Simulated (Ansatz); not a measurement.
A calculation with Ansatz (development build ahead of 0.2.0).

```yaml
crystal:
  periodic: [false, false, false]
  atoms:
    - { symbol: Cr, position_ang: [0.0, 0.0, 0.0] }
    - { symbol: "N", position_ang: [0.0, 0.0, 4.246] }
basis:
  gaussian: { orbitals: pcseg-2 }
magnetization:
  initial_magnetization: 3
hamiltonian:
  xc: { name: B3LYP }
```

The input is written out in the form of the current development build from the run's settings.

The run gave:

```
Converged                       : yes
Total energy                    : -1098.91056 hartree
Spin squared of the determinant : 3.750
Stability test                  : minimum among restricted orbitals
```

Caution: stretched shape with no unrestricted run beside it, a lower state can exist; charge can spread falsely over distant fragments; other spin multiplicities were not run.
